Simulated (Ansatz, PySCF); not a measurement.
Process, species as SMILES: FB(F)Cl [chloro(difluoro)borane] → F[B]F + Cl atom (the B-Cl bond at the site shown breaks; other sites are not compared here)
Each molecule is optimised on its own at B3LYP-D3(BJ)/def2-TZVP (Ansatz, an electronic-structure program). Frequencies are from Ansatz or PySCF.
Geometry of the first species:
```xyz
4

B     -0.4412     0.0339    -0.0011
F     -1.1933    -1.0444    -0.0026
F     -1.0198     1.2144    -0.0028
Cl     1.3014    -0.1000     0.0032
```

Wanted: bond dissociation energy (enthalpy at 298 K, with B3LYP-D3(BJ) rigid-rotor harmonic-oscillator terms), in kcal/mol. Valence correlation only, unless marked. UHF or UKS for open shells. Spin-orbit coupling is left out. No relativistic terms. Basis-set limits of correlation are two-point, X^-3; Hartree-Fock from the larger set.

CCSD(T)/CBS(cc-pV(T+d)Z,cc-pV(Q+d)Z) (Ansatz) gives 123.4 kcal/mol.

Problem. Another calculation gave 124.8 kcal/mol. Which level was it?
A) wB97M-V/def2-TZVPD (Ansatz)
B) LC-wPBE/def2-TZVPD (Ansatz)
C) PBE/def2-TZVPD (Ansatz)
D) BHLYP/def2-TZVPD (Ansatz)

Solution. A, wB97M-V/def2-TZVPD (Ansatz). The others give 118.4 (LC-wPBE), 115.6 (BHLYP), 121.0 (PBE) kcal/mol.
